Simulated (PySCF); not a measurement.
Compound: C₇H₁₀N (charge +1).
SMILES with atom numbers: `[CH3:1][c:2]1[cH:3][cH:4][cH:5][n+:6]([CH3:7])[cH:8]1`

Cartesian coordinates in Å at the GFN2-xTB level; atoms count from 1:
```
atom  x, y, z in Å
C1     2.525   -0.673   -0.275
C2     1.199   -0.017   -0.131
C3     1.071    1.374   -0.055
C4    -0.184    1.939    0.095
C5    -1.296    1.121    0.168
N6    -1.169   -0.206    0.095
C7    -2.331   -1.062    0.184
C8     0.037   -0.769   -0.050
H9     2.442   -1.638   -0.766
H10    3.212   -0.042   -0.834
H11    2.961   -0.836    0.712
H12    1.948    1.999   -0.116
H13   -0.307    3.008    0.154
H14   -2.290    1.525    0.283
H15   -2.320   -1.612    1.126
H16   -2.333   -1.782   -0.635
H17   -3.244   -0.473    0.136
H18    0.070   -1.848   -0.101
```

NICS = −σ at a ghost point: NICS(0) at the centroid of the ring atoms, NICS(1) 1 Å to either side along the normal of their mean plane, zz for the tensor component along that normal. Level: GIAO PBE0/pcSseg-1 (PySCF, non-relativistic, gas phase) on the GFN2-xTB geometry, one conformer.

Ring bond lengths (Å), with Mayer bond orders in brackets: C2–C3 1.399 (1.35), C3–C4 1.384 (1.43), C4–C5 1.382 (1.44), C5–N6 1.335 (1.22), N6–C8 1.338 (1.18), C8–C2 1.387 (1.40).

What do the NICS probes read (ppm)?

| ring | type | NICS(0) | NICS(1), two faces | NICS(1)zz, two faces | rms pucker (Å) | centre to ring atoms, mean (Å) |
| --- | --- | --- | --- | --- | --- | --- |
| C2–C3–C4–C5–N6–C8 | 6-membered ring with N; formal bonds all aromatic | -8.1 | -10.7 / -10.5 | -26.4 / -26.1 | 0.00 | 1.37 |

What do they say, and how far can they be read as aromaticity?

- C2–C3–C4–C5–N6–C8: mean NICS(1)zz -26.3 ppm, shielded, aromatic by this magnetic criterion (flat ring, no four-coordinate atom).

And the bond-length index? HOMA = 1 − mean of α(R − Ropt)² over the ring bonds, with Krygowski's 1993 parameters (CC: Ropt 1.388 Å, α 257.7 Å⁻²; CN: Ropt 1.334 Å, α 93.52 Å⁻²).

- C2–C3–C4–C5–N6–C8: HOMA 0.99; the largest term is that of C2–C3, α(R − Ropt)² = 0.03. The geometric and the magnetic index point the same way.

Give the inner angles of the rings and the Hirshfeld charges of the ring atoms.

- C2–C3–C4–C5–N6–C8: C2 117.3° (+0.048 e), C3 119.7° (+0.024 e), C4 119.5° (-0.002 e), C5 120.6° (+0.072 e), N6 120.7° (+0.070 e), C8 122.2° (+0.066 e); sum 720.0° against 720° for a flat convex ring.

How shielded are the nuclei of the rings and their hydrogens (means over atoms taken as equivalent)?

| atoms | environment | σ isotropic (ppm) |
| --- | --- | --- |
| C2 | substituted aromatic carbon | 33.6 |
| C3 | aromatic CH carbon | 30.0 |
| C4 | aromatic CH carbon | 49.8 |
| C5 | aromatic CH next to a ring nitrogen | 39.9 |
| N6 | pyridinium-type nitrogen | 42.1 |
| C8 | aromatic CH next to a ring nitrogen | 38.1 |
| H12 | aromatic hydrogen | 22.85 |
| H13 | aromatic hydrogen | 23.33 |
| H14 | aromatic hydrogen | 23.31 |
| H18 | aromatic hydrogen | 23.24 |
